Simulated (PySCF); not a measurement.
Cartesian coordinates in Å; atom numbers follow the order of the lines, from 1:
```xyz
17

C    -3.230    0.116   -0.192
C    -2.091    0.976    0.242
C    -0.799    0.646    0.299
C    -0.216   -0.627   -0.050
C     1.094   -0.886    0.033
O     1.994    0.022    0.455
Si    3.607   -0.020    0.647
H    -2.911   -0.879   -0.485
H    -3.954    0.024    0.619
H    -3.743    0.580   -1.035
H    -2.380    1.977    0.537
H    -0.087    1.386    0.637
H    -0.858   -1.419   -0.398
H     1.490   -1.858   -0.241
H     4.274   -0.303   -0.626
H     3.816    1.334    1.130
H     3.987   -1.057    1.610
```

[PySCF 2.14: geometry: GFN2-xTB; σ from GIAO-PBE0/pcSseg-1; no solvent model; equivalent nuclei averaged; one computed conformer; no relativistic terms]

Shifts are taken against calculated references (same method and geometry level): ¹³C (σref 186.93) vs TMS.

Do the ¹³C shifts follow the atomic charges (in e)? Tabulate both.

## Answers


```tsv
atoms	hybridisation	δ (ppm)	σ para (ppm)	Hirshfeld	IAO	Mulliken	ESP-fitted
C5	sp2	146.0	-209	+0.03	+0.05	+0.22	-0.19
C2	sp2	130.8	-200	-0.04	-0.14	-0.22	-0.03
C3	sp2	128.1	-197	-0.07	-0.16	-0.09	-0.24
C4	sp2	114.3	-186	-0.09	-0.21	-0.24	-0.11
C1	sp3	16.7	-77	-0.12	-0.43	-0.21	-0.29
```

Correlation coefficients of δ with charge over these carbons: Hirshfeld +0.76, IAO +0.91, Mulliken +0.47, ESP-fitted +0.59; with the paramagnetic shielding -1.00. Among the 4 sp2 carbons alone: Hirshfeld +0.95, IAO +0.94, Mulliken +0.87, ESP-fitted -0.27. With so few points, grouped by hybridisation, these coefficients are fragile. Charge is one influence among several: hybridisation and low-lying excitations act through the paramagnetic term.

Shifts are as computed. Against solution values, carbons near 30 ppm lie about +3 ppm off and those near 130 ppm about +5 ppm. Of 1211 compounds with measured shifts, 218 miss one by over three times the rms of a fit or turn the order of signals round; such compounds aren't used in these exercises.
